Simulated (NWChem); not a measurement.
formamidinium (CH₅N₂ cation); SMILES NC=[NH2+]

```xyz
8

N     -1.1744     0.0000     0.1820
C      0.0000     0.0000    -0.4179
N      1.1744     0.0000     0.1820
H     -1.2857     0.0000     1.2019
H     -2.0327     0.0000    -0.3766
H      0.0000     0.0000    -1.5215
H      1.2857     0.0000     1.2019
H      2.0327     0.0000    -0.3766
```
Atoms are numbered in this order, from 1.

Computed with NWChem. Pople sets run with spherical d functions. STO-3G and 3-21G are far too small for this property and stand as cheap habits. The geometry was optimised at PBE-D3(BJ)/def2-SVP. B3LYP is NWChem's, with the RPA form of VWN correlation. Field at 589 nm.

| level | isotropic polarisability (bohr³) | anisotropy (bohr³) |
|---|---|---|
| B3LYP/STO-3G | 15.0 | 21.3 |
| B3LYP/6-31G* | (withheld) | (withheld) |
| B3LYP/def2-SVP | 23.1 | 20.4 |
| B3LYP/def2-SVPD | 27.8 | 18.6 |
| B3LYP/aug-cc-pVDZ | 28.3 | 18.5 |
| B3LYP/def2-TZVPD | 28.2 | 18.5 |

Problem. What belongs in the gaps?

Solution. 
- B3LYP/6-31G*, isotropic polarisability (bohr³): 22.4
- B3LYP/6-31G*, anisotropy (bohr³): 22.1
